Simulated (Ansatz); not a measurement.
Geometry optimisation, Ansatz 0.2.0, RKS B3LYP-D4/def2-TZVP.

The input (input.yaml):

```yaml
crystal:
  periodic: [false, false, false]
  atoms:
    - { symbol: "N", position_ang: [-0.8427, 1.0935, 0.0959] }
    - { symbol: B, position_ang: [0.123, 0.1441, -0.4616] }
    - { symbol: B, position_ang: [0.3163, -1.3135, 0.2747] }
    - { symbol: F, position_ang: [1.3756, -2.2509, -0.2467] }
    - { symbol: H, position_ang: [-1.7251, 1.09402, -0.54836] }
    - { symbol: H, position_ang: [-1.1993, 0.79824, 1.02482] }
    - { symbol: H, position_ang: [0.7662, 0.4017, -1.4358] }
    - { symbol: H, position_ang: [-0.2315, -1.5657, 1.2516] }
basis:
  gaussian: { orbitals: def2-TZVP }
hamiltonian:
  xc: b3lyp
  dispersion: d4
relax:
  f_tol: 0.015
  max_steps: 40
```

Launched with:

```bash
$ ansatz run input.yaml --threads 2 --pin off --max-ram 3072MiB --backend cpu --events-out ev --progress --plain --runs-dir out
```

Where does it end, and by what steps?

The run converged. After 8 steps the energy has fallen by 1.647 eV; H5 moved furthest, 0.73 Å.

```
step  energy less start (eV)  largest force component (eV/Å)  accepted
   0                  0.0000                           4.128       yes
   1                 -0.7690                           2.541       yes
   2                 -1.2598                           1.721       yes
   3                 -1.4802                           1.542       yes
   4                 -1.6214                           0.645       yes
   5                 -1.6457                           0.139       yes
   6                 -1.6465                           0.061       yes
   7                 -1.6467                           0.039       yes
   8                 -1.6468                           0.007       yes
```

```xyz
8
Properties=species:S:1:pos:R:3
N -0.993 0.844 -0.004
B 0.028 0.057 -0.525
B 0.460 -1.355 0.340
F 1.387 -2.194 -0.119
H -1.325 1.692 -0.437
H -1.478 0.620 0.851
H 0.535 0.419 -1.545
H -0.031 -1.681 1.393
```

Whether the end is a true minimum wasn't checked by a vibrational analysis.

Time of the run: 16 s on 2 threads of Intel(R) Xeon(R) Platinum 8488C (Sapphire Rapids), with other jobs on the host, peak memory 0.26 GiB.
